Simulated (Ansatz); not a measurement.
Relaxation of AlClF2H5NO (11 atoms, charge 0, multiplicity 1), to a largest force component of 0.03 eV/Å in at most 50 steps.

Level of theory: RKS PBE0-D4/def2-SVP in Ansatz 0.2.0.

```xyz
11
Properties=species:S:1:pos:R:3
Al 0.243 -1.719 0.211
Cl 2.259 -1.270 -0.499
F -0.648 -2.883 -0.542
F -0.108 -1.279 1.774
H -0.642 1.443 -0.530
N -1.172 0.804 -1.125
H 1.720 0.930 0.839
O 0.884 1.312 1.139
H -0.951 1.003 -2.098
H -2.166 0.969 -0.983
H 0.581 0.691 1.813
```

Question: Where does it end, and by what steps?

Answer: It converged. The force dipped under the threshold on the way, but the program's further checks kept it going. After 27 steps the energy has fallen by 1.745 eV; Cl2 moved furthest, 1.22 Å. Joined: Al1–N6.

```tsv
step	energy less start (eV)	largest force component (eV/Å)	accepted
0	0.0000	1.242	yes
1	-0.3349	0.773	yes
2	-0.7656	0.825	yes
3	-1.2999	1.227	yes
4	-1.5346	1.576	yes
5	-1.6439	0.686	yes
6	-1.7139	0.498	yes
7	-1.7244	0.246	yes
8	-1.7276	0.060	yes
9	-1.7289	0.079	yes
10	-1.7304	0.157	yes
11	-1.7314	0.161	yes
12	-1.7329	0.330	yes
13	-1.7346	0.199	yes
14	-1.7365	0.038	yes
15	-1.7372	0.035	yes
16	-1.7390	0.134	yes
17	-1.7399	0.175	yes
18	-1.7410	0.139	yes
19	-1.7426	0.085	yes
20	-1.7429	0.236	yes
21	-1.7438	0.108	yes
22	-1.7443	0.009	yes
23	-1.7447	0.018	yes
24	-1.7445	0.148	no
25	-1.7450	0.029	yes
26	-1.7451	0.035	yes
27	-1.7451	0.017	yes
```

```xyz
11
Properties=species:S:1:pos:R:3
Al -0.017 -1.411 -0.230
Cl 1.676 -1.806 -1.432
F -1.361 -2.384 -0.412
F 0.353 -1.043 1.385
H -0.290 1.057 -0.165
N -0.634 0.355 -0.862
H 1.325 1.916 1.378
O 0.410 1.613 1.344
H -0.253 0.585 -1.781
H -1.652 0.418 -0.918
H 0.442 0.701 1.693
```

Whether the end is a true minimum wasn't checked by a vibrational analysis.

Run time: 2 min on 2 threads of Arm Neoverse V1 (shared host), peak memory 0.28 GiB.
